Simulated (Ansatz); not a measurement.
```yaml
atoms:
  - { symbol: N, position_ang: [-0.0066, 0.0072, -0.1328] }
  - { symbol: H, position_ang: [0.0061, 0.0078, 0.9145] }
```

Basis set: STO-3G (spherical functions). Frozen core: 1 orbital. Charge 0, multiplicity 3.

Computed with Ansatz (development build ahead of 0.2.0); each method stands on the lowest determinant of its kind that the runs found.

The atomization energy at this shape (free ground-state atoms in the same class of orbitals less the molecule, no zero-point energy) of triplet NH:

```tsv
method	atomization energy
UHF	2.10 eV
```

**Question.** What does UHF-MP2 give?

**Answer.** 2.49 eV.

This basis has no polarisation functions and is too small for such energies, which can lie far from measured ones in either direction.
